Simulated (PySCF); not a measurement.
**RuF: from constants to spectrum**

UHF-CCSD(T) constants of RuF, quartet, unpaired electrons σ ↑, π ↑, δ ↑ (Ru def2-TZVPPD with ECP28, F def2-TZVPPD; scalar-relativistic core potentials (PySCF 2.14); masses 101.9043 and 18.9984 u):

| Quantity | Value |
| --- | --- |
| ωe | 544.1 cm⁻¹ |
| ωexe | 2.7 cm⁻¹ |
| Be | 0.28581 cm⁻¹ |
| αe | 0.00215 cm⁻¹ |
| D (centrifugal) | 3.15e-07 cm⁻¹ |
| De to Ru (4d7 5s1) + F | 4.00 eV |

(1) Give the vibrational terms G(v) and spacings up to v = 6.

(2) How well does the Morse estimate ωe²/(4ωexe) reproduce De, and what is D0?

Correlated steps freeze 1 core orbital. These are scalar-relativistic numbers at best; spin–orbit coupling would shift them, the dissociation energy most. With d or f electrons several states lie close, and the lowest PBE0 determinant need not be the measured ground state.

Results:

(1) G(v) = ωe(v+½) − ωexe(v+½)².

```csv
v,G(v) (cm⁻¹),G(v) − G(v−1),Bv (cm⁻¹)
0,271.4,,0.2847
1,810.1,538.7,0.2826
2,1343.4,533.3,0.2804
3,1871.3,527.9,0.2783
4,2393.8,522.5,0.2761
5,2910.9,517.1,0.2740
6,3422.6,511.7,0.2718
```

(2) It gives 3.40 eV, 85 % of the computed De. D0 = De − G(0) = 4.00 − 0.03 = 3.97 eV.
